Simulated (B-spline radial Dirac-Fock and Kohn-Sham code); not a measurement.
**Width and fluorescence yield of the M5 (3d5/2) hole, Eu to Os**

Calculated with a radial B-spline solver, using independent-particle rates on relativistic LDA orbitals of the hole state (multipoles up to L = 3, Coulomb Auger matrix elements, transition energies from Dirac-Fock). Free neutral atoms. Recommended widths: Campbell and Papp (2001); yields: xraylib tables.

```csv
Z,element,Γ (eV),recommended Γ,ω,Coster-Kronig yield
63,Eu,0.984,0.900,0.00592,0.000
64,Gd,1.04,0.950,0.00665,0.000
65,Tb,1.10,1.01,0.00818,0.000
66,Dy,?,?,?,?
67,Ho,1.24,1.13,0.0106,0.000
68,Er,1.32,1.20,0.0119,0.000
69,Tm,1.40,1.27,0.0132,0.000
70,Yb,1.49,1.35,0.0145,0.000
71,Lu,1.58,1.43,0.0156,0.000
72,Hf,1.67,1.52,0.0168,0.000
73,Ta,1.77,1.61,0.0179,0.000
74,W,1.86,1.70,0.0190,0.000
75,Re,1.96,1.79,0.0202,0.000
76,Os,2.06,1.89,0.0213,0.000
```

Problem. What does the model give for Dy?

Solution. Γ = 1.17 eV, ω = 0.00938, Coster-Kronig yield 0.000; the recommended width is 1.06 eV.
